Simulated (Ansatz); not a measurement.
One geometry of CH5BrOSn, SMILES `[CH3][SnH]([OH])[Br]`, several functionals.

```yaml
crystal:
  periodic: [false, false, false]
  atoms:
    - {symbol: C, position_ang: [0.365817, 1.204804, -0.778557]}
    - {symbol: Sn, position_ang: [-0.080748, -0.712345, -0.005395]}
    - {symbol: O, position_ang: [0.345730, -0.595998, 1.902307]}
    - {symbol: Br, position_ang: [-2.531438, -1.123653, -0.163546]}
    - {symbol: H, position_ang: [0.105875, 1.250019, -1.835242]}
    - {symbol: H, position_ang: [-0.217095, 1.939442, -0.224797]}
    - {symbol: H, position_ang: [1.428941, 1.408113, -0.650022]}
    - {symbol: H, position_ang: [0.666760, -2.088729, -0.683269]}
    - {symbol: H, position_ang: [0.004656, -1.327953, 2.421520]}
basis:
  gaussian: {orbitals: def2-TZVPP}
hamiltonian: {xc: {name: wB97M-V}}
output: {forces: true, orbitals: {seedname: orbitals}}
```

```sh
$ ansatz run in.yaml --threads 4 --pin off --events-out ev --progress --plain
```

Output, abridged:

```
Functional definition: wB97M-V
1466 factors; their error is unknown
305 factors; integrals over basis functions are off by at most 4.0e-5 eV
mean field evaluation 1: about -79032.6101 eV, gradient 6.2e1 eV
mean field evaluation 2: about -79029.8938 eV, gradient 7.5e1 eV
mean field evaluation 4: about -79039.7897 eV, gradient 2.7e0 eV
mean field evaluation 8: about -79039.8094 eV, gradient 4.6e-2 eV
mean field evaluation 16: about -79040.0979 eV, gradient 1.7e-4 eV
mean field -79040.09793455 eV, -2904.6700237922 hartree, gradient 5.4e-5 eV, S^2 0.000000; 0 other end points of the search recorded, 0 dependent functions left out
reference -79040.09798915 eV, -2904.6700257987 hartree; 38, 38 occupied and 192, 192 virtual orbitals, 1466 factors
Total energy: -79040.09798915 eV, -2904.6700257987 hartree
Atom 0 at     0.365817     1.204804    -0.778557 Å, force    -0.005269    -0.033917     0.012817 eV/Å
Atom 1 at    -0.080748    -0.712345    -0.005395 Å, force     0.011011    -0.053751    -0.094764 eV/Å
Atom 2 at     0.345730    -0.595998     1.902307 Å, force    -0.038030    -0.049700     0.010149 eV/Å
Atom 3 at    -2.531438    -1.123653    -0.163546 Å, force     0.083070     0.020097     0.009311 eV/Å
Atom 4 at     0.105875     1.250019    -1.835242 Å, force     0.025301     0.012044     0.081934 eV/Å
Atom 5 at    -0.217095     1.939442    -0.224797 Å, force     0.050022    -0.048207    -0.049962 eV/Å
Atom 6 at     1.428941     1.408113    -0.650022 Å, force    -0.090696    -0.001782    -0.018077 eV/Å
Atom 7 at     0.666760    -2.088729    -0.683269 Å, force    -0.059879     0.113046     0.050392 eV/Å
Atom 8 at     0.004656    -1.327953     2.421520 Å, force     0.024470     0.042171    -0.001799 eV/Å
Dipole moment:     0.371956     0.032159    -0.227997 e Å
```

Hardware: 4 threads of a server CPU on a shared host. Wall time 9 s, peak host memory 0.91 GiB.

Changing it to `hamiltonian: {xc: hse06, dispersion: d4}` and no forces (abridged; 3 s):

```
Functional definition: HSE06
mean field evaluation 16: about -79035.1038 eV, gradient 3.3e-4 eV
mean field -79035.10377658 eV, -2904.4864918719 hartree, gradient 4.4e-5 eV, S^2 0.000000
Total energy: -79035.26455817 eV, -2904.4924004864 hartree
```

The same input with `hamiltonian: {xc: {name: r2SCAN0}, dispersion: d4}` and no forces (abridged; 3.8 s):

```
Functional definition: r2SCAN0
mean field evaluation 16: about -79045.6352 eV, gradient 4.2e-5 eV
mean field -79045.63516812 eV, -2904.8735133724 hartree, gradient 4.2e-5 eV, S^2 0.000000
Total energy: -79045.69235734 eV, -2904.8756150375 hartree
```

Changing it to `hamiltonian: {xc: {name: B3LYP}, dispersion: d4}` (abridged; 3.6 s):

```
Functional definition: B3LYP
mean field evaluation 16: about -79049.5929 eV, gradient 4.6e-4 eV
mean field -79049.59292921 eV, -2905.0189584099 hartree, gradient 6.2e-5 eV, S^2 0.000000
Total energy: -79049.91318005 eV, -2905.0307274114 hartree
Atom 0 force     0.072118     0.284639    -0.100237 eV/Å
Atom 1 force     0.105898    -0.157891    -0.210985 eV/Å
Atom 2 force     0.069904     0.028248     0.289417 eV/Å
Atom 3 force    -0.290144    -0.045048    -0.020090 eV/Å
Atom 4 force     0.018718     0.002002     0.065106 eV/Å
Atom 5 force     0.040511    -0.039384    -0.039855 eV/Å
Atom 6 force    -0.065275    -0.002125    -0.013397 eV/Å
Atom 7 force     0.041932    -0.054691    -0.027866 eV/Å
Atom 8 force     0.006338    -0.015749     0.057907 eV/Å
Dipole moment:     0.365727     0.041235    -0.223268 e Å
```

With the line `hamiltonian: {xc: pbe0, dispersion: d4}` and no forces (abridged; 3.3 s):

```
Functional definition: PBE0
mean field evaluation 16: about -79035.1925 eV, gradient 3.8e-4 eV
mean field -79035.19245150 eV, -2904.4897506152 hartree, gradient 7.6e-5 eV, S^2 0.000000
Total energy: -79035.36190317 eV, -2904.4959778490 hartree
```

With the line `hamiltonian: {xc: r2scan, dispersion: d4}` (abridged; 3.3 s):

```
Functional definition: r2SCAN
mean field evaluation 16: about -79046.8553 eV, gradient 2.5e-4 eV
mean field -79046.85532777 eV, -2904.9183534125 hartree, gradient 5.4e-5 eV, S^2 0.000000
Total energy: -79046.90226989 eV, -2904.9200785038 hartree
Atom 0 force     0.024199     0.094642    -0.016130 eV/Å
Atom 1 force     0.014898    -0.080665    -0.093668 eV/Å
Atom 2 force     0.062710     0.091878     0.105844 eV/Å
Atom 3 force    -0.088036    -0.009671    -0.006159 eV/Å
Atom 4 force     0.006536    -0.003526     0.029010 eV/Å
Atom 5 force     0.013757    -0.017101    -0.012892 eV/Å
Atom 6 force    -0.025052    -0.004342    -0.003434 eV/Å
Atom 7 force     0.014999    -0.021087    -0.010914 eV/Å
Atom 8 force    -0.024012    -0.050128     0.008343 eV/Å
Dipole moment:     0.376231     0.050060    -0.212772 e Å
```

HSE06 is the plane-wave form, built on full-range PBE exchange.

B3LYP takes the VWN-RPA correlation (the form of Gaussian; ORCA's B3LYP/G).
